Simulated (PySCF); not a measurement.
**Core binding energy against partial charge**

BEt2(SMe), C₅H₁₃BS.
Bonds: B1–C2, B1–C9, B1–S16, C2–C3, C9–C10, S16–C17. Hydrogens: H4, H5 on C2; H6, H7, H8 on C3; H11, H12 on C9; H13, H14, H15 on C10; H18, H19, H20 on C17.

Binding energies: delta-SCF UKS SCAN, pcX-2 on the ionised atom, pcseg-1 elsewhere, spin-free X2C (PySCF 2.14.0). Charges: PBE0/pcSseg-1 ground-state density, for the ionised atom.

```tsv
atom	environment	C 1s (eV)	Mulliken (e)	IAO (e)	Hirshfeld (e)	ESP (e)
C2	carbon bonded to B, C and 2 H	289.92	-0.453	-0.390	-0.141	+0.122
C3	carbon bonded to C and 3 H	290.58	-0.316	-0.389	-0.109	-0.381
C17	carbon bonded to S and 3 H	291.16	-0.401	-0.497	-0.115	-0.270
```

Q: Give the correlation coefficient and slope of binding energy on charge for each scheme.

A: Hirshfeld: r = 0.79, slope 28.1 eV per e; Mulliken: r = 0.41, slope 3.7 eV per e; ESP: r = -0.77, slope -1.8 eV per e; IAO: r = -0.84, slope -8.3 eV per e. Hirshfeld charges have the highest r, on only 3 points.

Q: The point-charge model writes a binding energy as kq + V + constant, with V the potential of the other atoms' charges at the site. What does it give with the Hirshfeld charges?

A: V = Σ 14.40 eV Å × q/r over all other atoms: +1.41 eV at C2, +1.06 eV at C3, +1.79 eV at C17. Fitting binding energy − V to q gives k = 31.1 eV per e and leaves an rms residual of 0.01 eV, against 0.31 eV for the fit on q alone. The model has no term for differences in relaxation between sites.

The structure is a single PBE0-D3(BJ)/def2-SVP conformer in the gas phase; no vibrational or solvent corrections.
